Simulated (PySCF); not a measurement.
An unknown gives this computed stick spectrum. Computed, not measured: TDDFT CAM-B3LYP/def2-SVPD, vertical, gas phase, core orbitals frozen in the response, def2 core potentials past Kr in PySCF 2.14.0, density-fitted response routines. Geometries: PBE0-D3(BJ)/def2-SVP, one conformer each. Atoms past krypton carry core potentials; spin–orbit coupling is left out.

```
state  ν̃ (cm⁻¹)       f  main configurations (H = HOMO, L = LUMO)
   S1      31390  0.0006                                 H→L (98%)
   S2      34580  0.0001                               H-1→L (98%)
   S3      41640   0.078                               H→L+1 (93%)
   S4      44620   0.101                             H-1→L+1 (92%)
   S5      51210   0.078                  H→L+2 (79%), H→L+3 (14%)
   S6      52490  0.0074                               H→L+4 (74%)
   S7      53540   0.334                H→L+3 (64%), H-1→L+4 (10%)
   S8      54160   0.019              H-1→L+2 (61%), H-1→L+3 (24%)
   S9      55360   0.101                H-1→L+4 (58%), H→L+5 (18%)
  S10      57520   0.020                  H→L+6 (63%), H→L+7 (14%)
```

Question: Which structure fits?
A. `C[CH2][In]([CH2]C)[CH2]C(C)C`
B. `C=C(C)[C@H]1CBCCC1`
C. `C[CH2][In]([CH2]C)[C](C)(C)C`

Answer: C. Its S1, at 3.89 eV, is the lowest among the candidates; the nearest of the others has S1 at 4.19 eV. S1 is HOMO→LUMO (98%). Löwdin shares by element: HOMO carbon 46% or more, indium 16% (atoms not listed hold the other 38%); LUMO indium 56%, carbon 18% or more (atoms not listed hold the other 26%). At the same level the other candidates give, for their lowest levels:
- `C=C(C)[C@H]1CBCCC1`: 5.82 eV (f 0.001); 5.88 eV (f 0.002); 6.63 eV (f 0.016); 6.94 eV (f 0.013); 7.11 eV (f 0.338); T1 4.33 eV; HOMO -8.31, LUMO 0.35 eV
- `C[CH2][In]([CH2]C)[CH2]C(C)C`: 4.19 eV (f 0.002); 4.24 eV (f 0.000); 5.63 eV (f 0.105); 5.73 eV (f 0.103); 6.67 eV (f 0.040); T1 3.96 eV; HOMO -7.67, LUMO -0.17 eV
Triplets come from the Tamm–Dancoff approximation.
